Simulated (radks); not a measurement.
Spherical jellium clusters: N electrons in a uniform positive sphere of charge N and radius rs N^(1/3), rs = 5.76 bohr. Method: non-relativistic Kohn-Sham, LDA (Slater exchange, Perdew-Wang correlation), spin-polarised, spherical densities; computed with a radial shooting solver with Libxc functionals. Levels are named by radial order and angular momentum (1s, 1p, 1d, 2s, ...), and open shells are averaged over m.

N = 2, configuration 1s2. This is the lowest configuration that the search found. Occupied and some empty levels:

level  occupation  eigenvalue (eV)  <r> (bohr)
1s              2          -2.3902       5.462
1p              0          -1.2267       7.339
2s              0         -0.25825       12.21
1d              0         -0.13715       10.68

Energy (eV): total -3.21980, kinetic 1.7657, external -17.822, Hartree 8.9738, exchange-correlation -5.1367, background 8.9990. Static polarisability (adiabatic kernel): 529.8 bohr^3, against R^3 = 382.2 for a classical metal sphere.

Electron density:

r (bohr)  n(r) (e/bohr^3)
0.534            0.002721
1.43             0.002595
2.32             0.002353
3.21             0.002008
4.10             0.001591
4.99             0.001155
5.88            0.0007614
6.78            0.0004553
7.67            0.0002493
8.56            0.0001278
9.45           0.00006244
10.3           0.00002956
11.2           0.00001350
